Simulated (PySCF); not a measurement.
## Telling isomers of C6H9ClO apart by NMR

PySCF calculation with GFN2-xTB geometry and σ from GIAO-PBE0/pcSseg-1; relativity neglected, one computed conformer, rapidly exchanging positions averaged, gas phase.

δ = σ(ref) − σ, references computed at the same level: TMS for ¹H (σref 31.72) and ¹³C (σref 186.93). Where no couplings were computed, multiplicities follow the n + 1 count of equivalent neighbours, and m marks all less simple cases (inequivalent or close neighbours, rings, F or P nearby). Shifts are as computed. Against solution values, carbons near 30 ppm lie about +3 ppm off and those near 130 ppm about +5 ppm; carbons on Cl a further +6 ppm. Of 1211 compounds with measured shifts, 218 miss one by over three times the rms of a fit or turn the order of signals round; such compounds aren't used in these exercises. Carbons bonded to Cl come out too deshielded.

(1) Tabulate the signals of `Cl[C@@H]1CC[C@@H]2O[C@@H]2C1`, `C=C(C(=O)Cl)C(C)C` and their relative energies.

(2) What is the quickest way to tell Cl[C@@H]1CC[C@@H]2O[C@@H]2C1 from C=C(C(=O)Cl)C(C)C?

Answers

(1) 
```json
{"SMILES": "Cl[C@@H]1CC[C@@H]2O[C@@H]2C1", "carbon types": "3×CH 3×CH2", "δC": "61.1, 49.3, 49.0, 40.4, 32.9, 30.1", "δH": "3.48 (m, 1H), 2.76 (m, 1H), 2.74 (m, 1H), 2.31 (m, 1H), 2.23 (m, 1H), 2.06 (m, 1H), 1.80 (m, 1H), 1.64 (m, 1H), 1.62 (m, 1H)", "E rel. (kcal/mol)": "6.4"}
{"SMILES": "C=C(C(=O)Cl)C(C)C", "carbon types": "2×C 1×CH 1×CH2 2×CH3", "δC": "178.7, 160.4, 138.7, 34.2, 23.4", "δH": "7.04 (br s, 1H), 6.28 (br s, 1H), 2.94 (sept, 1H), 1.07 (d, 6H)", "E rel. (kcal/mol)": "0.0"}
```

Energies are electronic energies at PBE0/pcSseg-1 on these geometries, without zero-point or thermal terms, each for the one conformer computed, which needn't be the lowest.

(2) Count the carbon signals: 6 against 5. The first has an sp3 CH2 in a ring at 40.4 ppm, the second a carbonyl carbon (C) at 178.7 ppm. Their most deshielded carbons lie at 61.1 and 178.7 ppm. In the proton spectra the most deshielded non-exchanging signals are 3.48 (m, 1H) and 7.04 (br s, 1H).
